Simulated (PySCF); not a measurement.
Job file and geometry (Å, from GFN2-xTB) of an NMR shielding run on 6-Methylindole (N1C=CC2=CC=C(C)C=C21, C9H9N), GIAO PBE0/pcSseg-1 NMR shielding, non-relativistic, gas phase (PySCF 2.14.0, density-fitted response routines); density fitting, a coarse starting grid and PySCF grid level 2 are the driver's defaults:

```
{"job": {"kind": "nmr", "xc": "PBE0", "basis": "pcSseg-1"}, "charge": 0, "multiplicity": 1}
C      2.981386    -0.362024     0.283664
C      1.532471    -0.067622     0.029357
C      1.183371     0.977844    -0.839058
C     -0.125874     1.307398    -1.098839
C     -1.136576     0.576437    -0.475331
C     -2.558962     0.620947    -0.501957
C     -3.002539    -0.361123     0.327423
N     -1.937765    -1.024325     0.875642
C     -0.781115    -0.474416     0.403146
C      0.544537    -0.800638     0.658423
H      3.369905     0.305780     1.053726
H      3.117976    -1.385900     0.623604
H      3.570257    -0.209030    -0.618247
H      1.977690     1.534184    -1.316461
H     -0.370553     2.114822    -1.772865
H     -3.162560     1.300553    -1.069651
H     -4.007791    -0.645613     0.574061
H     -2.000159    -1.789057     1.525295
H      0.796498    -1.608968     1.330606
```

**Question.** What does the program print?

**Answer.** 
```
coarse grid: 16416 points
cycle   1  E = -402.4858941527  dE =  2.074e+00  |g| = 4.758e-01  |ddm| = 4.477e+00
cycle   2  E = -402.4517431989  dE =  3.415e-02  |g| = 6.050e-01  |ddm| = 1.370e+00
cycle   3  E = -402.5472917889  dE = -9.555e-02  |g| = 1.518e-01  |ddm| = 7.946e-01
cycle   4  E = -402.5528340224  dE = -5.542e-03  |g| = 3.276e-02  |ddm| = 1.660e-01
cycle   5  E = -402.5530704196  dE = -2.364e-04  |g| = 1.222e-02  |ddm| = 4.824e-02
cycle   6  E = -402.5531081249  dE = -3.771e-05  |g| = 3.113e-03  |ddm| = 1.539e-02
cycle   7  E = -402.5531104993  dE = -2.374e-06  |g| = 8.146e-04  |ddm| = 3.326e-03
final grid: 160216 points
cycle   8  E = -402.6101252226  dE = -4.633e-05  |g| = 8.456e-03  |ddm| = 6.036e-02
cycle   9  E = -402.6101238326  dE =  1.390e-06  |g| = 9.011e-03  |ddm| = 1.976e-02
cycle  10  E = -402.6101438505  dE = -2.002e-05  |g| = 1.053e-03  |ddm| = 1.011e-02
cycle  11  E = -402.6101440928  dE = -2.423e-07  |g| = 2.535e-04  |ddm| = 1.026e-03
cycle  12  E = -402.6101441055  dE = -1.269e-08  |g| = 1.070e-04  |ddm| = 3.439e-04
cycle  13  E = -402.6101441084  dE = -2.920e-09  |g| = 3.001e-05  |ddm| = 1.353e-04
cycle  14  E = -402.6101441086  dE = -2.232e-10  |g| = 7.563e-06  |ddm| = 3.405e-05
converged SCF energy = -402.6101441086

GIAO shielding tensors (ppm)
atom      isotropic    diamagn.    paramagn.     s11        s22        s33       span
  0 C      162.255     243.901     -81.646    139.550    157.561    189.654     50.104
  1 C       50.450     261.034    -210.584    -50.158     25.598    175.909    226.067
  2 C       60.557     252.714    -192.157    -40.725     58.510    163.884    204.609
  3 C       60.968     249.433    -188.465    -36.749     47.129    172.524    209.272
  4 C       56.335     260.024    -203.690    -13.440     11.259    171.185    184.625
  5 C       79.061     247.348    -168.287      1.610     76.356    159.218    157.608
  6 C       60.936     250.492    -189.557    -22.556     65.996    139.366    161.922
  7 N      119.427     329.817    -210.390     55.850    131.266    171.166    115.316
  8 C       47.262     254.806    -207.544    -32.085     27.069    146.802    178.886
  9 C       72.997     252.931    -179.933     -9.643     67.901    160.733    170.376
 10 H       28.773      27.347       1.426     25.263     25.931     35.125      9.862
 11 H       29.410      28.617       0.793     23.945     29.283     35.003     11.058
 12 H       29.132      27.963       1.169     23.754     28.580     35.061     11.307
 13 H       24.414      32.586      -8.172     19.840     24.755     28.646      8.806
 14 H       23.791      31.927      -8.137     18.895     25.002     27.475      8.579
 15 H       24.971      31.414      -6.444     21.120     26.545     27.247      6.127
 16 H       24.647      28.325      -3.678     20.621     25.868     27.452      6.831
 17 H       24.230      33.248      -9.018     16.289     25.321     31.080     14.791
 18 H       24.396      33.554      -9.158     19.053     24.795     29.340     10.287
```

**Question.** Turn these shieldings into chemical shifts. Scale: ¹³C (σ = 186.93 ppm) and ¹H (σ = 31.72 ppm) against TMS; NH3 for ¹⁵N (σ = 267.73 ppm) (reference shieldings calculated alike).

**Answer.** Averaging equivalent atoms: C 8: 139.7; C 1: 136.5; C 4: 130.6; C 2: 126.4; C 6: 126.0; C 3: 126.0; C 9: 113.9; C 5: 107.9; C 0: 24.7; N 7: 148.3; H 14: 7.93; H 17: 7.49; H 18: 7.32; H 13: 7.30; H 16: 7.07; H 15: 6.75; H 10/11/12: 2.61 ppm. Experimental scales use liquid or dissolved standards, which lie at an offset from isolated NH3 (liquid NH3: subtract about 20 ppm).

Size and cost of the density-fitted run: 215 basis functions, 68 s wall time on 1 thread of an x86-64 server CPU, shared host.
